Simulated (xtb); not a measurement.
Harmonic IR lines of one isomer of C$_{4}$H$_{4}$N, unscaled. All values below come from GFN2-xTB (xtb).

| wavenumber (cm⁻¹) | relative intensity |
|---|---|
| 425 | 22 |
| 453 | 29 |
| 690 | 29 |
| 723 | 100 |
| 753 | 7.4 |
| 810 | 17 |
| 831 | 18 |
| 1043 | 12 |
| 1060 | 22 |
| 1306 | 26 |
| 1406 | 70 |
| 1499 | 63 |
| 3138 | 36 |
| 3158 | 30 |
| 3172 | 34 |

### Question
Say which structure gives these lines.
A. `[c]1ccc[nH]1`
B. `C1=C[N]C=C1`
C. `[c]1cc[nH]c1`

### Answer
B, `C1=C[N]C=C1`
